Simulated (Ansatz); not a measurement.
Basis-set extrapolation for C₃H₄BFO (`BC(F)OC#C`) (PBE0-D4/def2-TZVP geometry, frozen core, Ansatz). Multiplicity 1, RHF reference.

```json
{"": "HF", "def2-TZVPP": "-314.918817", "def2-QZVPP": "-314.932474"}
{"": "MP2 correlation", "def2-TZVPP": "-1.035471", "def2-QZVPP": "-1.114961"}
{"": "CCSD(T) correlation", "def2-TZVPP": "-1.107565", "def2-QZVPP": "not run"}
```

Energies in hartree. Use E(X) = E(∞) + A·exp(−7.88·√X) for Hartree–Fock and E(X) = E(∞) + B·X^(−2.97) for correlation, with X = 3 and 4, and add CCSD(T) minus MP2 of the smaller set to the MP2 limit.

What is the CCSD(T) energy at the basis-set limit?

HF limit: -314.932474 + (-0.013657) × 0.13774 = -314.93436. MP2 limit: -1.114961 + (-0.079490) × 0.74074 = -1.17384. Higher-order term: -1.107565 − (-1.035471) = -0.07209. Total: -316.18029 hartree, 4.19 eV below CCSD(T)/def2-TZVPP.
